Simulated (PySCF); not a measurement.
# Correlation energy of Te⁺ (tellurium, charge +1)

[Kr] 4d10 5s2 5p3, high-spin 4S determinant. Computed with PySCF 2.14 in def2-TZVPPD with the def2 core potential (28 electrons), with scalar relativity through the core potential. Frozen: nothing; 23 electrons correlated.

MP2 pair energies summed by pair of shells (mhartree):

| pair | energy | share (%) |
| --- | --- | --- |
| 4d-4d | -221.21 | 46.8 |
| 4d-5s | -51.62 | 10.9 |
| 4d-5p | -51.47 | 10.9 |
| 5s-5p | -41.88 | 8.9 |
| 4p-4d | -39.77 | 8.4 |
| 4p-4p | -17.78 | 3.8 |
| 5p-5p | -13.73 | 2.9 |
| 4s-4d | -10.85 | 2.3 |
| 5s-5s | -7.61 | 1.6 |
| 4p-5s | -5.86 | 1.2 |
| 4s-4p | -4.97 | 1.1 |
| 4p-5p | -3.41 | 0.7 |
| 4s-4s | -1.47 | 0.3 |
| 4s-5s | -0.37 | 0.1 |
| 4s-5p | -0.33 | 0.1 |

Total MP2 correlation energy: -472.32 mhartree.

Same-spin part -175.22 and opposite-spin part -297.10 mhartree; SCS-MP2 scales them by 1/3 and 6/5 to -414.92 mhartree.

The basis has no tight functions for the innermost shells, so their pair energies are far from complete.

This basis was not built for core-valence correlation, so the inner-shell part is incomplete.
